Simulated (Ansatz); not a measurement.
Mulliken charges of C₂H₃F₃OSi, SMILES `C=CO[Si](F)(F)F` from ωB97M-V/def2-TZVPP in Ansatz (PBE0-D4/def2-TZVP geometry).

```tsv
atom	x (Å)	y (Å)	z (Å)	charge (e)
C1	-0.643	0.687	-1.358	-0.204
C2	-0.714	-0.547	-0.890	0.056
O3	-0.138	-1.004	0.260	-0.291
Si4	0.767	-0.235	1.344	0.951
F5	0.005	0.968	2.005	-0.273
F6	1.137	-1.272	2.455	-0.273
F7	2.089	0.332	0.717	-0.273
H8	-0.102	1.480	-0.854	0.092
H9	-1.145	0.928	-2.284	0.101
H10	-1.256	-1.338	-1.394	0.113
```

Task: By hand: the dipole of these point charges (1 e Å = 4.8032 D).

Result: Σ q r = (-0.288, -0.031, -0.450) e Å, of length 0.535 e Å = 2.57 D.

Task: How does the dipole of the full density compare? (Best estimate.)

Result: Ansatz gave: (-0.193, 0.004, -0.313) e Å, 1.77 D; the point charges give 1.45 times that, at 4° from its direction.

Point charges leave out the atoms' own dipoles, such as those of lone pairs, and Mulliken's split depends on the basis, so the two needn't agree.
